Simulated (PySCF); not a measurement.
**Beryllium: a sound run and one with changed settings**

Sound run: Be+ [He] 2s1, Be(2+) 1s2. All numbers are calculated (PySCF 2.14, the spin-free X2C one-electron Hamiltonian (Gaussian nucleus), in aug-cc-pVDZ-DK (4s3p2d, 23 functions)). The sound run starts from symmetry-adapted Hartree-Fock orbitals and uses a fine grid where one is needed.

Changed run: radial step 0.3 in ln r (0.13 in the sound run). This setting is unsound on purpose.

| species | method | sound run (hartree) | changed run (hartree) | converged |
| --- | --- | --- | --- | --- |
| Be+ | UHF | -14.27811 | -14.27811 | yes |
| Be+ | BP86 | -14.32378 | -14.32397 | yes |
| Be+ | LDA | -14.11335 | -14.11335 | yes |
| Be(2+) | UHF | -13.61316 | -13.61316 | yes |
| Be(2+) | BP86 | -13.65026 | -13.65026 | yes |
| Be(2+) | LDA | -13.44534 | -13.44534 | yes |

Ionisation energy of Be+:

```tsv
method	sound run (eV)	changed run (eV)
UHF	18.094	18.094
BP86	18.327	18.333
LDA	18.177	18.177
```

A coarse radial grid mis-integrates the density and the exchange-correlation energy, with errors of either sign; Hartree-Fock needs no grid.

For comparison, NIST gives 18.211 eV between the lowest levels.
